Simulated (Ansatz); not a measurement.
Process, species as SMILES: Br atom → [Br-] (an electron is taken up)
B3LYP-D3(BJ)/def2-TZVP geometries, fixed; electronic energies without zero-point terms; positive where energy is released.

Basis-set convergence of the adiabatic electron affinity at CCSD(T) with Ansatz (a quantum-chemistry and plane-wave program). All functions are spherical. Cores are frozen (with 3d on Ga to Br). Open shells are unrestricted. No added dispersion term, no relativity. Functions are those of the species that has most. Reference: Hartree-Fock in aug-cc-pV5Z plus the correlation part extrapolated as X^-3 from aug-cc-pVQZ and aug-cc-pV5Z, 3.545 eV, itself unsure by roughly 0.012 eV (a third of the extrapolation step and of the last Hartree-Fock step). Deviations are taken from unrounded values.

| basis | functions | adiabatic electron affinity (eV) |
|---|---|---|
| cc-pVDZ | 27 | 2.459 |
| aug-cc-pVDZ | 36 | 3.303 |
| pcseg-1 | 27 | 2.599 |
| aug-pcseg-1 | 36 | 3.379 |
| def2-SVP | 32 | 2.349 |
| def2-SVPD | 41 | 3.308 |
| cc-pVTZ | 43 | 3.104 |
| aug-cc-pVTZ | 59 | 3.376 |
| pcseg-2 | 43 | 3.133 |
| aug-pcseg-2 | 59 | 3.372 |
| def2-TZVPP | 48 | 3.119 |
| def2-TZVPPD | 57 | 3.332 |
| cc-pVQZ | 68 | 3.383 |
| aug-cc-pVQZ | 93 | 3.482 |
| pcseg-3 | 68 | 3.396 |
| aug-pcseg-3 | 93 | 3.462 |
| def2-QZVPP | 89 | 3.340 |
| def2-QZVPPD | 98 | 3.440 |
| cc-pV5Z | 104 | 3.458 |
| aug-cc-pV5Z | 140 | 3.511 |

What the diffuse functions change, pair by pair:
- cc-pVDZ to aug-cc-pVDZ: 9 more functions, deviation -1.085 to -0.242 eV
- pcseg-1 to aug-pcseg-1: 9 more functions, deviation -0.946 to -0.166 eV
- def2-SVP to def2-SVPD: 9 more functions, deviation -1.195 to -0.237 eV
- cc-pVTZ to aug-cc-pVTZ: 16 more functions, deviation -0.441 to -0.168 eV
- pcseg-2 to aug-pcseg-2: 16 more functions, deviation -0.412 to -0.172 eV
- def2-TZVPP to def2-TZVPPD: 9 more functions, deviation -0.426 to -0.212 eV
- cc-pVQZ to aug-cc-pVQZ: 25 more functions, deviation -0.161 to -0.062 eV
- pcseg-3 to aug-pcseg-3: 25 more functions, deviation -0.148 to -0.082 eV
- def2-QZVPP to def2-QZVPPD: 9 more functions, deviation -0.205 to -0.104 eV
- cc-pV5Z to aug-cc-pV5Z: 36 more functions, deviation -0.087 to -0.033 eV

Leaving out the reference's own pair, they bring the value nearer the reference by more than 0.012 eV in 9 of 9 pairs.
